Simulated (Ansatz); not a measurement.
`[KH]` and `[LiH]` differ in one element.

Ansatz, PBE0-D4/def2-TZVP geometries, multiplicity 1. 

Scalar relativity is left out up to krypton.

```tsv
property	`[KH]`
HOMO–LUMO gap (PBE0/def2-TZVPP) / eV	3.14
LUMO energy (ωB97M-V/def2-TZVPP) / eV	-0.39
HOMO–LUMO gap (PBE/def2-TZVPP) / eV	1.83
zero-point energy (PBE0-D4/def2-TZVP) / kJ/mol	5.8
HOMO–LUMO gap (ωB97M-V/def2-TZVPP) / eV	5.89
LUMO energy (B3LYP/def2-TZVPP) / eV	-1.38
```

Q: What does the change do to each property? (Best estimate.)

A: The calculation gave: 
```json
{"property": "HOMO–LUMO gap (PBE0/def2-TZVPP) / eV", "`[LiH]`": "4.43", "shift": "1.29"}
{"property": "LUMO energy (ωB97M-V/def2-TZVPP) / eV", "`[LiH]`": "-0.39", "shift": "0.00"}
{"property": "HOMO–LUMO gap (PBE/def2-TZVPP) / eV", "`[LiH]`": "2.82", "shift": "0.99"}
{"property": "zero-point energy (PBE0-D4/def2-TZVP) / kJ/mol", "`[LiH]`": "8.4", "shift": "2.6"}
{"property": "HOMO–LUMO gap (ωB97M-V/def2-TZVPP) / eV", "`[LiH]`": "7.29", "shift": "1.40"}
{"property": "LUMO energy (B3LYP/def2-TZVPP) / eV", "`[LiH]`": "-1.31", "shift": "0.07"}
```

With PBE0 the HOMO falls by 1.20 eV and the LUMO rises by 0.10 eV, so the gap widens by about 1.30 eV. PBE moves the HOMO by -0.93 eV and ωB97M-V by -1.40 eV.

B3LYP here is the variant with VWN-RPA as its local correlation; programs differ in this.
